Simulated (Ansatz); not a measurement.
Which is lower?

The two ends of one reaction step of BH5SO2, singlet (PBE0-D4/def2-TZVP).

A:

B1  (-0.438, -0.515, -0.351)
H2  (2.144, 1.554, 1.099)
O3  (-0.362, 0.058, -1.579)
O4  (0.316, -1.617, -0.077)
H5  (1.409, 1.492, 1.216)
S6  (-1.550, 0.203, 0.909)
H7  (0.259, -0.405, -2.151)
H8  (0.216, -1.968, 0.810)
H9  (-1.993, 1.197, 0.124)
(Å)

B:

```csv
atom,x (Å),y (Å),z (Å)
B1,0.8427,-0.8912,-0.1679
H2,1.1002,-0.7796,0.9952
O3,-0.0834,-0.0549,-0.7035
O4,1.4368,-1.8149,-0.9701
H5,-1.4469,2.9931,1.2392
S6,-2.2629,1.9292,1.2619
H7,-0.2316,-0.2164,-1.6412
H8,2.0755,-2.3635,-0.5118
H9,-1.4306,1.1981,0.4979
```

Computed with Ansatz 0.2.0 (basis: def2-TZVPP); correlated methods freeze the cores. B3LYP uses VWN-RPA correlation.

Which structure is lower at CCSD(T), and by how much? (To be estimated.)

By the calculation: A, by 24.7 kJ/mol (electronic energy, against the other). By their contacts, A is a complex of BH₃SO₂ ([OH][B]([OH])[SH]) + H₂ and B is a complex of BH₃O₂ ([OH][BH][OH]) + H₂S.

All methods give the same order:

```tsv
method	E(B) − E(A) (kJ/mol)
SPW92	29.8
PBE-D4	32.0
BLYP-D4	26.9
r2SCAN-D4	34.4
B97M-V	30.9
PBE0-D4	29.6
B3LYP-D4	24.4
r2SCAN0-D4	31.3
BHLYP-D4	20.7
CAM-B3LYP-D4	20.0
wB97X-V	26.0
wB97M-V	26.5
B2PLYP	21.9
PBE-QIDH	28.4
RPA on PBE	21.8
HF	9.5
MP2	31.2
CCSD	20.5
CCSD(T)	24.7
```

The T1 diagnostic stays at or below 0.012.

Labels in which every atom is bracketed show which atoms are joined, not bond orders.

For scale, one of the runs: CCSD(T)/def2-TZVPP, 205 basis functions, launched by `ansatz run in.yaml --threads 4 --pin off --events-out ev --progress --plain --max-ram 9574MiB`. Time: 72 s of wall clock on 4 CPU threads of an AMD EPYC 7R43; the host was shared. Peak host memory: 2.7 GiB.
